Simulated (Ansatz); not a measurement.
Geometry optimisation, Ansatz 0.2.0, RKS B3LYP/def2-SVP.

input.yaml

```yaml
crystal:
  periodic: [false, false, false]
  atoms:
    - { symbol: Ga, position_ang: [0.0, 0.0, 0.0] }
    - { symbol: O, position_ang: [0.0, 0.0, 2.14] }
    - { symbol: H, position_ang: [-0.9095, -0.2814, 2.4771] }
    - { symbol: Cl, position_ang: [1.9398, 0.0, -1.12] }
    - { symbol: H, position_ang: [-1.3596, 0.0, -0.785] }
    - { symbol: O, position_ang: [0.4457, 1.9326, 0.659] }
    - { symbol: Si, position_ang: [1.641, 2.3186, 1.7747] }
    - { symbol: H, position_ang: [2.367, 1.1086, 2.1493] }
    - { symbol: H, position_ang: [2.5685, 3.2783, 1.1829] }
    - { symbol: H, position_ang: [1.0276, 2.9048, 2.9629] }
    - { symbol: H, position_ang: [0.2813, 1.2198, 1.7667] }
basis:
  gaussian: { orbitals: def2-SVP }
hamiltonian:
  xc: b3lyp
relax:
  f_tol: 0.15
  max_steps: 25
  restrain:
    - { distance: [0, 5], at: 2.99, k: 30.0 }
    - { distance: [10, 1], at: 2.21, k: 30.0 }
    - { distance: [0, 1], at: 1.79, k: 30.0 }
    - { distance: [10, 5], at: 1.01, k: 30.0 }
```

Run as:

```bash
$ ansatz run input.yaml --threads 4 --pin off --max-ram 5120MiB --backend cpu --events-out ev --progress --plain --runs-dir out
```

Task: Where does it end, and by what steps?

Result: It converged. The restraints hold the end off the free minimum. After 12 steps the energy has fallen by 1.833 eV (the restraints' own energy left out); O2 moved furthest, 1.07 Å. Parted: Ga1–O6 (2.09 → 2.98 Å). Joined: O6–H11 (1.33 → 0.99 Å).

| step | energy less start (eV) | largest force component (eV/Å) | accepted |
| --- | --- | --- | --- |
| 0 | 0.0000 | 2.682 | yes |
| 1 | -0.0050 | 3.200 | yes |
| 2 | -0.1593 | 2.760 | yes |
| 3 | -0.6162 | 2.071 | yes |
| 4 | -1.2448 | 1.412 | yes |
| 5 | -1.5324 | 1.280 | yes |
| 6 | -1.6258 | 1.106 | yes |
| 7 | -1.6755 | 0.833 | yes |
| 8 | -1.7439 | 0.637 | yes |
| 9 | -1.7913 | 0.774 | yes |
| 10 | -1.8211 | 0.653 | yes |
| 11 | -1.8274 | 0.988 | yes |
| 12 | -1.8325 | 0.789 | yes |

```xyz
11
Properties=species:S:1:pos:R:3
Ga -0.178 -0.352 -0.099
O -0.600 -0.714 1.610
H -1.551 -0.687 1.791
Cl 1.907 -0.721 -0.502
H -1.196 0.066 -1.196
O 0.425 2.033 1.586
Si 1.929 2.726 1.901
H 3.005 1.701 1.995
H 2.194 3.656 0.773
H 1.896 3.495 3.180
H 0.169 1.278 2.170
```

The run took 61 s on 4 threads of Intel(R) Xeon(R) Platinum 8259CL CPU @ 2.50GHz (Skylake/Cascade Lake), on a shared host, peak memory 0.38 GiB.
